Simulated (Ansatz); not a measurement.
The same molecule with X = Ti, Zr, Hf. Ansatz, PBE0-D4/def2-TZVP geometries, multiplicity 1. Each molecule was computed in one conformer, which needn't be the lowest.

Elements past krypton have def2 core potentials. Scalar relativity is left out up to krypton.

| X | molecule | mean X–O bond length / Å | mean X–S bond length / Å | LUMO energy (ωB97M-V/def2-TZVPP) / eV | HOMO energy (PBE/def2-TZVPP) / eV | HOMO energy (PBE0/def2-TZVPP) / eV |
| --- | --- | --- | --- | --- | --- | --- |
| Zr | `[OH][Zr]([SH])([SH])[SH]` | 1.894 | 2.440 | 0.13 | -6.35 | -7.52 |
| Hf | `[OH][Hf]([SH])([SH])[SH]` | 1.892 | 2.442 | 0.56 | -6.34 | -7.53 |

Q: Give the row for X = Ti, `[OH][Ti]([SH])([SH])[SH]`. (An estimate is asked.)

A: The calculation gave: 
| X | molecule | mean X–O bond length / Å | mean X–S bond length / Å | LUMO energy (ωB97M-V/def2-TZVPP) / eV | HOMO energy (PBE/def2-TZVPP) / eV | HOMO energy (PBE0/def2-TZVPP) / eV |
| --- | --- | --- | --- | --- | --- | --- |
| Ti | `[OH][Ti]([SH])([SH])[SH]` | 1.763 | 2.282 | -0.58 | -6.38 | -7.54 |

From Ti to Hf the mean X–O bond length isn't monotonic: highest at Zr, lowest at Ti; the mean X–S bond length rises at each step, by 0.160 Å in all; the LUMO energy (ωB97M-V/def2-TZVPP) rises at each step, by 1.14 eV in all; the HOMO energy (PBE/def2-TZVPP) hardly changes; the HOMO energy (PBE0/def2-TZVPP) hardly changes.
